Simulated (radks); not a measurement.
All-electron atom: the lanthanum ion La45+ in [Ne] 3s2.

All-electron calculation, scalar-relativistic Kohn-Sham, r2SCAN, spin-polarised, spherical densities, finite nucleus; meta-GGA in the generalised Kohn-Sham scheme; Fermi nuclear charge, rms radius 4.855 fm. Program: a radial shooting solver on a logarithmic mesh with Libxc functionals.

Energy parts (eV):
| part | energy |
|---|---|
| total | -177709.74 |
| kinetic | 190471.64 |
| electron-nucleus | -384069.29 |
| Hartree | 18765.33 |
| exchange-correlation | -2877.42 |

Orbitals (lengths in bohr, moments of r in powers of bohr; <r^-3> diverges for s and p1/2; r(max) is where P^2 peaks):
[
 {"orbital": "1s", "occ.": "2", "eigenvalue (eV)": "-41872.06", "<r>": "0.02505", "<r^2>": "0.0008526", "r(max)": "0.01607", "<r^-3>": "-"},
 {"orbital": "2s", "occ.": "2", "eigenvalue (eV)": "-9076.340", "<r>": "0.1056", "<r^2>": "0.01311", "r(max)": "0.09014", "<r^-3>": "-"},
 {"orbital": "2p", "occ.": "6", "eigenvalue (eV)": "-8463.243", "<r>": "0.09235", "<r^2>": "0.01036", "r(max)": "0.07237", "<r^-3>": "7757"},
 {"orbital": "3s", "occ.": "2", "eigenvalue (eV)": "-3676.627", "<r>": "0.2541", "<r^2>": "0.07340", "r(max)": "0.2415", "<r^-3>": "-"}
]

The highest occupied level is 3s at -3676.6 eV. Summed over all electrons, <r^2> = 0.2369 bohr^2, which gives a Langevin (diamagnetic) susceptibility term of -0.188 x 10^-6 cm^3/mol. The electron density at the nucleus is 3.666e+05 e/bohr^3 (large components only). The density falls to 0.001 e/bohr^3 at r = 0.68 bohr.
